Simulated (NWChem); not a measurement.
C4H3FS; SMILES Fc1cccs1

All runs: NWChem. Structure relaxed at the B3LYP/6-31G* (spherical d) level.

Q: Among these, which level gives the highest value of “highest occupied level (eV)”?
(A) Hartree-Fock/def2-TZVP
(B) Hartree-Fock/STO-3G
(C) Hartree-Fock/def2-SVP
(D) Hartree-Fock/def2-SVPD

A: B, Hartree-Fock/STO-3G. Values: Hartree-Fock/def2-SVPD -9.16; Hartree-Fock/def2-SVP -9.14; Hartree-Fock/def2-TZVP -9.03; Hartree-Fock/STO-3G -6.71
